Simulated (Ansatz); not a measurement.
`CC(C)(C)[N]=[V]([F])([F])[F]`, charge 0, multiplicity 1.

**Question.** Give a relaxed structure at PBE0-D4/def2-TZVP (the Gaussian-basis code of Ansatz). (Best estimate.)

**Answer.** Ansatz gave: 
Cartesian coordinates in Å:
```
C 1.0886 -1.1311 -0.7244
C 0.4564 0.0722 -0.0275
C 0.9937 0.2235 1.3945
C 0.6802 1.3497 -0.8347
N -0.9577 -0.1563 0.0559
V -2.5260 -0.4047 0.1504
F -2.9493 -0.4001 1.8335
F -2.8519 -1.9429 -0.5843
F -3.3063 0.8881 -0.7053
H 0.9025 -2.0463 -0.1604
H 0.6815 -1.2537 -1.7291
H 2.1680 -0.9823 -0.8013
H 0.8065 -0.6803 1.9763
H 2.0711 0.3996 1.3605
H 0.5187 1.0659 1.8995
H 0.2026 2.2022 -0.3495
H 0.2698 1.2481 -1.8405
H 1.7514 1.5483 -0.9135
```
Point group C3v.
This is one stationary point; other conformers may exist.
